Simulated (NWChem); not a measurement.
System: SnNH3, singlet; SMILES [NH2][SnH]

Results from NWChem. Medium grid unless said otherwise, to which SCAN and Minnesota functionals are sensitive. Low-valent species are run as closed-shell singlets; no triplet was tried in these runs. Geometry: optimised at PBE0/def2-SVP. def2 effective core potentials on Sn; no spin-orbit coupling. Hybrids' shares of exact exchange are those that their runs print; pure functionals count as 0. The functionals differ in more than this share.

| row | share of exact exchange | orbital gap (eV) |
|---|---|---|
| PBE/def2-SVP | 0.00 | 2.87 |
| LDA (Slater exchange, VWN5)/def2-SVP | 0.00 | 2.77 |
| B3LYP/def2-SVP | 0.20 | 4.21 |
| BHandHLYP/def2-SVP | 0.50 | 6.23 |
| M06-2X/def2-SVP | 0.54 | withheld |

Q: Fit a straight line of the last column on the one before it, predict the withheld value, and compare with the run.

A: 
1. Means of the 4 shown rows: x = 0.175, y = 4.020. Slope Σ(x − x̄)(y − ȳ)/Σ(x − x̄)² = 1.143/0.1675 = 6.824; intercept 2.826.
2. The shown rows scatter about the line by 0.037 (root mean square); the largest residual is -0.06, at LDA (Slater exchange, VWN5)/def2-SVP.
3. At x = 0.54 (M06-2X/def2-SVP; beyond the shown range) the line gives 6.51.
4. The run gives 6.40, -0.11 from the line, 3.0 times the scatter.
